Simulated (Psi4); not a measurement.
CdCl$_{2}$, triplet, at a GFN2-xTB geometry (such geometries of metal compounds can be far from the true shape) (a higher spin typed on purpose: for a closed-shell molecule this is an excited state) (core potentials on Cd), with bond 2-1 at 1.6 times its length; HF/def2-SVP run with Psi4 1.11.

Psi4 was given this input:
```
memory 2 GB

molecule mol {
0 3
  Cd   -0.747333    0.298517   -0.472689
  Cl    3.384035   -0.369259   -0.315303
  Cl    0.275346   -0.724029    1.708975
}

set basis def2-svp
set reference uhf
set guess modhuckel

energy('scf')
print_variables()
```

Question: Predict the main parts of the log of this Psi4 run.

Answer: 
```
   => Loading Basis Set <=

    Name: DEF2-SVP
    Role: ORBITAL
    Keyword: BASIS

    !!!  WARNING: ECP capability is in beta. Please check occupations closely.  !!!

         ---------------------------------------------------------
                                   SCF
               by Justin Turney, Rob Parrish, Andy Simmonett
                          and Daniel G. A. Smith
                              UHF Reference
         ---------------------------------------------------------

  ==> Geometry <==

    Molecular point group: cs
    Full point group: Cs

    Geometry (in Angstrom), charge = 0, multiplicity = 3:

       Center              X                  Y                   Z               Mass
    ------------   -----------------  -----------------  -----------------  -----------------
         CD           0.532512786149     0.989378032589     0.000000000000   113.903365090000
         CL           0.138340985098    -3.179977466988     0.000000000000    34.968852682000
         CL          -1.872884547264    -0.042704394576     0.000000000000    34.968852682000

  Running in cs symmetry.

  Rotational constants: A =      0.11350  B =      0.03569  C =      0.02715 [cm^-1]
  Rotational constants: A =   3402.62331  B =   1070.09050  C =    814.07285 [MHz]
  Nuclear repulsion =  152.737826767199863

  Charge       = 0
  Multiplicity = 3
  Electrons    = 54
  Nalpha       = 28
  Nbeta        = 26

  ==> Algorithm <==

  SCF Algorithm Type is DF.
  DIIS enabled.
  MOM disabled.
  Fractional occupation disabled.
  Guess Type is MODHUCKEL.
  Energy threshold   = 1.00e-06
  Density threshold  = 1.00e-06
  Integral threshold = 1.00e-12

  ==> Primary Basis <==

  Basis Set: DEF2-SVP
    Blend: DEF2-SVP
    Number of shells: 27
    Number of basis functions: 67
    Number of Cartesian functions: 74
    Spherical Harmonics?: true
    Max angular momentum: 3

  Core potential: DEF2-SVP
    Number of shells: 4
    Number of ECP primitives: 14
    Number of ECP core electrons: 28
    Max angular momentum: 3

   => Loading Basis Set <=

    Name: (DEF2-SVP AUX)
    Role: JKFIT
    Keyword: DF_BASIS_SCF

  ==> Integral Setup <==

  SCF_SUBTYPE=INCORE selected. In-core MEM_DF algorithm will be used.
  Using in-core AOs.

  ==> MemDFJK: Density-Fitted J/K Matrices <==

    J tasked:                   Yes
    K tasked:                   Yes
    wK tasked:                   No
    Algorithm:                 Core
    Schwarz Cutoff:           1E-12
    Mask sparsity (%):       7.9751
    Fitting Condition:        1E-10

   => Auxiliary Basis Set <=

  Basis Set: (DEF2-SVP AUX)
    Blend: DEF2-UNIVERSAL-JKFIT
    Number of shells: 125
    Number of basis functions: 511
    Number of Cartesian functions: 694
    Spherical Harmonics?: true
    Max angular momentum: 6

  Minimum eigenvalue in the overlap matrix is 2.6018245382E-02.
  Reciprocal condition number of the overlap matrix is 8.3968233535E-03.
    Using symmetric orthogonalization.

  ==> Pre-Iterations <==

  SCF Guess: Huckel guess via on-the-fly atomic UHF (doi:10.1021/acs.jctc.8b01089) with the updated GWH rule from doi:10.1021/ja00480a005.

   -------------------------------------------------------
    Irrep   Nso     Nmo     Nalpha   Nbeta   Ndocc  Nsocc
   -------------------------------------------------------
     A'        47      47      21      19      19       2
     A"        20      20       7       7       7       0
   -------------------------------------------------------
    Total      67      67      28      26      26       2
   -------------------------------------------------------

  ==> Iterations <==

                           Total Energy        Delta E     RMS |[F,P]|

    Occupation by irrep:
             Ap   App
    DOCC [    20,    6 ]
    SOCC [     1,    1 ]
    NA   [    21,    7 ]
    NB   [    20,    6 ]

   @DF-UHF iter   1: -1079.97812791252773   -1.07998e+03   6.27556e-02 DIIS/ADIIS
    Occupation by irrep:
             Ap   App
    DOCC [    19,    7 ]
    SOCC [     2,    0 ]
    NA   [    21,    7 ]
    NB   [    19,    7 ]

   @DF-UHF iter   2: -1082.48943482151117   -2.51131e+00   4.33092e-02 DIIS/ADIIS
   @DF-UHF iter   3: -1085.27512345550576   -2.78569e+00   1.35775e-02 DIIS/ADIIS
   @DF-UHF iter   4: -1085.52054871335667   -2.45425e-01   1.94294e-03 DIIS/ADIIS
   @DF-UHF iter   5: -1085.53495295796347   -1.44042e-02   7.15366e-04 DIIS/ADIIS
   @DF-UHF iter   6: -1085.53757369920004   -2.62074e-03   3.29045e-04 DIIS/ADIIS
   @DF-UHF iter   7: -1085.53821432520067   -6.40626e-04   1.21619e-04 DIIS/ADIIS
   @DF-UHF iter   8: -1085.53835628646380   -1.41961e-04   6.77113e-05 DIIS
   @DF-UHF iter   9: -1085.53839567920636   -3.93927e-05   3.93709e-05 DIIS
   @DF-UHF iter  10: -1085.53841441324562   -1.87340e-05   1.95321e-05 DIIS
   @DF-UHF iter  11: -1085.53841965091942   -5.23767e-06   5.08205e-06 DIIS
   @DF-UHF iter  12: -1085.53841993410856   -2.83189e-07   1.92815e-06 DIIS
   @DF-UHF iter  13: -1085.53841997596601   -4.18574e-08   1.18381e-06 DIIS
   @DF-UHF iter  14: -1085.53841999471820   -1.87522e-08   1.08198e-06 DIIS
   @DF-UHF iter  15: -1085.53842001553494   -2.08167e-08   1.04601e-06 DIIS
   @DF-UHF iter  16: -1085.53842004535909   -2.98242e-08   1.00960e-06 DIIS
   @DF-UHF iter  17: -1085.53842015363239   -1.08273e-07   8.82116e-07 DIIS
  Energy and wave function converged.

  ==> Post-Iterations <==

   @Spin Contamination Metric:   1.474634609E-02
   @S^2 Expected:                2.000000000E+00
   @S^2 Observed:                2.014746346E+00
   @S   Expected:                1.000000000E+00
   @S   Observed:                1.000000000E+00

    Orbital Energies [Eh]
    ---------------------

    Alpha Occupied:

       1Ap  -104.832470     2Ap  -104.711216     3Ap   -10.592960
       4Ap   -10.470381     5Ap    -8.085725     6Ap    -8.060570
       1App   -8.060447     7Ap    -7.947826     8Ap    -7.942688
       2App   -7.942424     9Ap    -4.878189     3App   -3.240739
      10Ap    -3.240684    11Ap    -3.236203    12Ap    -1.116681
      13Ap    -0.989147    14Ap    -0.798974     4App   -0.798967
       5App   -0.794546    15Ap    -0.794503    16Ap    -0.792947
      17Ap    -0.560930    18Ap    -0.490771     6App   -0.488597
      19Ap    -0.442369    20Ap    -0.390006     7App   -0.389328
      21Ap    -0.323442

    Alpha Virtual:

       8App    0.027491    22Ap     0.031730    23Ap     0.099189
      24Ap     0.190917     9App    0.432220    25Ap     0.434974
      26Ap     0.441023    27Ap     0.615946    10App    0.642962
      28Ap     0.643757    11App    0.644187    29Ap     0.677970
      30Ap     0.709288    31Ap     0.876498    32Ap     0.952744
      12App    0.967913    33Ap     0.969548    13App    1.020142
      34Ap     1.020879    35Ap     1.051414    14App    1.108192
      15App    1.120168    36Ap     1.120326    37Ap     1.123913
      16App    1.128886    38Ap     1.156550    39Ap     1.161231
      17App    1.253064    40Ap     1.276260    41Ap     1.494774
      42Ap     2.428895    18App    3.062676    43Ap     3.062676
      19App    3.066646    44Ap     3.066647    20App    3.069469
      45Ap     3.069505    46Ap     3.079451    47Ap    57.076175

    Beta Occupied:

       1Ap  -104.821501     2Ap  -104.708904     3Ap   -10.581984
       4Ap   -10.467952     5Ap    -8.054939     1App   -8.054889
       6Ap    -8.038293     2App   -7.941199     7Ap    -7.941017
       8Ap    -7.938893     9Ap    -4.873734     3App   -3.240374
      10Ap    -3.240347    11Ap    -3.236137    12Ap    -0.996711
      13Ap    -0.969070    14Ap    -0.795443     4App   -0.795441
       5App   -0.790360    15Ap    -0.790321    16Ap    -0.786757
      17Ap    -0.466519     6App   -0.464733    18Ap    -0.394868
       7App   -0.385651    19Ap    -0.385527

    Beta Virtual:

      20Ap    -0.030628    21Ap    -0.013846     8App    0.061259
      22Ap     0.067327    23Ap     0.131229    24Ap     0.223445
       9App    0.462949    25Ap     0.467442    26Ap     0.481023
      27Ap     0.638035    10App    0.665373    28Ap     0.665776
      11App    0.666084    29Ap     0.702767    30Ap     0.731355
      31Ap     0.890843    12App    1.028903    32Ap     1.029703
      13App    1.064225    33Ap     1.064972    34Ap     1.077135
      35Ap     1.117392    14App    1.118756    15App    1.123540
      36Ap     1.134921    37Ap     1.142074    16App    1.146196
      38Ap     1.181514    39Ap     1.186378    17App    1.255764
      40Ap     1.293343    41Ap     1.509506    42Ap     2.448090
      18App    3.061843    43Ap     3.061843    19App    3.065812
      44Ap     3.065814    20App    3.068979    45Ap     3.069016
      46Ap     3.079056    47Ap    57.077534

    Final Occupation by Irrep:
             Ap   App
    DOCC [    19,    7 ]
    SOCC [     2,    0 ]
    NA   [    21,    7 ]
    NB   [    19,    7 ]

  @DF-UHF Final Energy: -1085.53842015363239

   => Energetics <=

    Nuclear Repulsion Energy =            152.7378267671998628
    One-Electron Energy =               -1872.9774641937551678
    Two-Electron Energy =                 634.7012172729230315
    Total Energy =                      -1085.5384201536323872

  UHF NO Occupations:
  HONO-2 :   19 Ap 1.9963690
  HONO-1 :   20 Ap 1.0000000
  HONO-0 :   21 Ap 1.0000000
  LUNO+0 :   22 Ap 0.0036310
  LUNO+1 :   23 Ap 0.0026762
  LUNO+2 :    8App 0.0003523
  LUNO+3 :   24 Ap 0.0003360

Computation Completed

Properties will be evaluated at   0.000000,   0.000000,   0.000000 [a0]

Properties computed using the SCF density matrix

 Multipole Moments:

 ------------------------------------------------------------------------------------
     Multipole            Electronic (a.u.)      Nuclear  (a.u.)        Total (a.u.)
 ------------------------------------------------------------------------------------

 L = 1.  Multiply by 2.5417464519 to convert [e a0] to [Debye]
 Dipole X            :         37.4850674          -35.5967424            1.8883250
 Dipole Y            :         66.9252296          -66.1366935            0.7885361
 Dipole Z            :          0.0000000            0.0000000            0.0000000
 Magnitude           :                                                    2.0463530

 ------------------------------------------------------------------------------------

  Variable Map:
  ----------------------------------------------------------------------------
  "CURRENT ENERGY"           =>   -1085.538420153632
  "CURRENT REFERENCE ENERGY" =>   -1085.538420153632
  "DD SOLVATION ENERGY"      =>       0.000000000000
  "HF KINETIC ENERGY"        =>     983.222552698381
  "HF POTENTIAL ENERGY"      =>   -2068.760972852014
  "HF TOTAL ENERGY"          =>   -1085.538420153632
  "HF VIRIAL RATIO"          =>       2.104061758118
  "NUCLEAR REPULSION ENERGY" =>     152.737826767200
  "ONE-ELECTRON ENERGY"      =>   -1872.977464193755
  "PCM POLARIZATION ENERGY"  =>       0.000000000000
  "PE ENERGY"                =>       0.000000000000
  "SCF ITERATION ENERGY"     =>   -1085.538420153632
  "SCF ITERATIONS"           =>      17.000000000000
  "SCF TOTAL ENERGY"         =>   -1085.538420153632
  "TWO-ELECTRON ENERGY"      =>     634.701217272923

  Array Variable Map:
  ----------------------------------------------------------------------------
  "CURRENT DIPOLE"           =>       1.888325019582 ... 0.000000000000 1 by 3
  "SCF DIPOLE"               =>       1.888325019582 ... 0.000000000000 1 by 3
  "SCF TOTAL ENERGIES"       =>   -1079.978127912528 ... -1085.538420153632 1 by 17
```
